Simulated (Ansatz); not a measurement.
`NCBF` + `N[SiH3]` → `FBN[SiH3]` + CH₃NH₂  (ligand exchange at a B–C bond)

Calculated with Ansatz (gas phase, PBE0-D4/def2-TZVP geometries, no zero-point term in ΔE). CCSD(T)/CBS is the MP2 limit (def2-TZVPP, def2-QZVPP) plus CCSD(T) − MP2 in def2-TZVPP, frozen cores. This one scheme is used for every species. One conformer a species, not always the lowest.

```json
{"level": "HF/CBS(def2)", "ΔE (kJ/mol)": "-133.4"}
{"level": "MP2/CBS(def2)", "ΔE (kJ/mol)": "-129.5"}
```

Problem. What does CCSD(T)/CBS give? (Estimate.)

Solution. The calculation gave: -128.4 kJ/mol. The listed levels differ from it by -5.0, -1.1 kJ/mol.

Largest T1 diagnostic among the species: 0.012.

From BLYP to BHLYP (50 % exact exchange), in def2-TZVPP and without D4, ΔE moves by −3.2 kJ/mol. Leaving LDA and LC-ωPBE aside and taking each functional with its dispersion term where it has one, the values, not all of them listed here, spread over 8.5 kJ/mol, from BHLYP-D4 to revPBE-D4. At CCSD(T), def2-SVP lies −15.7 kJ/mol from the extrapolated value and def2-TZVPP −1.7 kJ/mol.
